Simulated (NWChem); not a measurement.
System: PH, triplet; SMILES [PH]

Computed with NWChem. Pople sets run with spherical d functions. Spin-unrestricted. Structure relaxed at the PBE0/def2-SVP, spin-unrestricted level. No stability test was run on the SCF state.

### Question
Order these by “dipole (D)”, lowest first: PBE/6-31G*; PBE/STO-3G; PBE/6-311G**; PBE/def2-TZVPD; PBE/3-21G.

### Answer
PBE/STO-3G (0.25), PBE/def2-TZVPD (0.41), PBE/6-311G** (0.62), PBE/6-31G* (0.71), PBE/3-21G (0.87)
